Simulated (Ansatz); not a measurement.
One change: `OC(O)O` becomes `OC(O)Br`.

Ansatz, PBE0-D4/def2-TZVP geometries, multiplicity 1. Each molecule was computed in one conformer, which needn't be the lowest.

Scalar relativity is left out up to krypton.

```csv
property,`OC(O)O`
HOMO energy (ωB97M-V/def2-TZVPP) / eV,-11.11
HOMO–LUMO gap (ωB97M-V/def2-TZVPP) / eV,13.57
HOMO energy (PBE/def2-TZVPP) / eV,-6.92
"ideal-gas entropy at 298 K and 1 bar (rigid rotor, harmonic PBE0-D4/def2-TZVP) / J/(mol·K)",288
HOMO energy (PBE0/def2-TZVPP) / eV,-8.64
HOMO energy (B3LYP/def2-TZVPP) / eV,-8.42
```

Question: Give the same properties after the change, and the shifts. (Best estimate.)

Answer: Computed: 
| property | `OC(O)Br` | shift |
| --- | --- | --- |
| HOMO energy (ωB97M-V/def2-TZVPP) / eV | -10.33 | 0.78 |
| HOMO–LUMO gap (ωB97M-V/def2-TZVPP) / eV | 12.36 | -1.21 |
| HOMO energy (PBE/def2-TZVPP) / eV | -6.65 | 0.27 |
| ideal-gas entropy at 298 K and 1 bar (rigid rotor, harmonic PBE0-D4/def2-TZVP) / J/(mol·K) | 304 | 16 |
| HOMO energy (PBE0/def2-TZVPP) / eV | -8.04 | 0.60 |
| HOMO energy (B3LYP/def2-TZVPP) / eV | -7.78 | 0.64 |

With PBE0 the HOMO rises by 0.60 eV and the LUMO falls by 1.11 eV, so the gap narrows by about 1.71 eV. PBE moves the HOMO by 0.27 eV and ωB97M-V by 0.78 eV. The zero-point energy changes by -37.9 kJ/mol with -3 modes.

B3LYP here is the variant with VWN-RPA as its local correlation; programs differ in this.

Spin–orbit coupling is left out; it splits and shifts lone-pair levels of the heavy atoms by tenths of an eV.
